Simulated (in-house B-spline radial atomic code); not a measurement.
**Ho7+: [Kr] 4d10 4f7 5s2 5p5 (with a hole in an inner shell)**

Computed with a radial B-spline atomic code at the basis-set limit: Dirac-Hartree-Fock, average of configuration, Fermi nucleus of rms radius 5.2022 fm.

Effective charges: Z_r = [3n² - l(l+1)]/(2<r>) from the radius, Z_e = n√(-2ε) from the energy, and Slater's rules. Values are occupation-weighted means over j. An effective charge above Z reflects the relativistic contraction of the inner shells.

| shell | electrons | ε (eV) | <r> (bohr) | Z_r | Z_e | Slater |
| --- | --- | --- | --- | --- | --- | --- |
| 1s | 2 | -56077 | 0.02074 | 72.34 | 64.20 | 66.70 |
| 2s | 2 | -9610.6 | 0.08747 | 68.59 | 53.16 | 62.85 |
| 2p | 6 | -8558.3 | 0.07775 | 64.31 | 50.16 | 62.85 |
| 3s | 2 | -2303.6 | 0.2287 | 59.02 | 39.04 | 55.75 |
| 3p | 6 | -1972.1 | 0.2277 | 54.90 | 36.12 | 55.75 |
| 3d | 10 | -1532.9 | 0.2077 | 50.55 | 31.84 | 45.85 |
| 4s | 2 | -583.18 | 0.515 | 46.60 | 26.19 | 39.25 |
| 4p | 6 | -469.47 | 0.5436 | 42.31 | 23.50 | 39.25 |
| 4d | 10 | -308.13 | 0.5844 | 35.94 | 19.04 | 27.85 |
| 5s | 2 | -164.34 | 1.169 | 32.09 | 17.38 | 15.65 |
| 4f | 7 | -137.39 | 0.6688 | 26.91 | 12.71 | 18.90 |
| 5p | 5 | -130.4 | 1.293 | 28.23 | 15.48 | 15.65 |

The least bound orbital is 5p3/2 at -127.8 eV, and it is also the most diffuse (<r> = 1.313 bohr).

Spin-orbit splittings of the orbital energies (j = l + 1/2 above j = l - 1/2 when positive): 2p 858.8 eV, 3p 182.6 eV, 3d 39.37 eV, 4p 42.22 eV, 4d 7.898 eV, 4f 1.237 eV, 5p 7.736 eV.

For the 1s electron the small component carries 6.27 % of the norm, the zero-frequency Breit interaction raises the level by 175.3 eV, self-energy by 106.2 eV, and vacuum polarisation lowers it by 18.1 eV.
